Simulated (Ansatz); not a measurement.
`[AlH2][N]1[SiH2]C1=[Se]`, relaxed with RKS PBE-D4/def2-SVP in the Gaussian-basis code of Ansatz from a rough embedded geometry. The force threshold is 0.03 eV/Å; the program also tests the step.

Total charge 0; spin multiplicity 1.

Start:

```xyz
9

Al    0.175    1.966   -0.094
N    -0.031    0.126   -0.052
Si    0.252   -1.333    0.745
C    -0.609   -1.159   -0.806
Se   -1.525   -1.892   -2.052
H     1.028    2.741    1.101
H    -0.409    2.878   -1.282
H     1.655   -1.796    0.517
H    -0.536   -1.530    1.924
```

```json
{"step": "1", "energy (eV)": "-82379.3235", "largest force (eV/Å)": "3.166", "largest move (Å)": "0.000"}
{"step": "2", "energy (eV)": "-82380.0071", "largest force (eV/Å)": "2.271", "largest move (Å)": "0.199"}
{"step": "3", "energy (eV)": "-82380.3055", "largest force (eV/Å)": "3.171", "largest move (Å)": "0.197"}
{"step": "4", "energy (eV)": "-82380.5266", "largest force (eV/Å)": "0.552", "largest move (Å)": "0.123"}
{"step": "5", "energy (eV)": "-82380.5475", "largest force (eV/Å)": "0.221", "largest move (Å)": "0.061"}
{"step": "6", "energy (eV)": "-82380.5507", "largest force (eV/Å)": "0.216", "largest move (Å)": "0.058"}
{"step": "7", "energy (eV)": "-82380.5572", "largest force (eV/Å)": "0.092", "largest move (Å)": "0.049"}
{"step": "8", "energy (eV)": "-82380.5587", "largest force (eV/Å)": "0.050", "largest move (Å)": "0.032"}
{"step": "9", "energy (eV)": "-82380.5594", "largest force (eV/Å)": "0.013", "largest move (Å)": "0.033"}
```

End:

```xyz
9

Al    0.099    1.904   -0.228
N    -0.032    0.072   -0.064
Si    0.318   -1.476    0.807
C    -0.588   -0.979   -0.742
Se   -1.543   -1.221   -2.219
H     0.914    2.575    0.964
H    -0.558    2.662   -1.459
H     1.755   -1.899    0.812
H    -0.364   -1.638    2.131
```

Run time 16 s (4 threads of an Arm Neoverse V1 on a shared host); peak host memory 0.19 GiB.
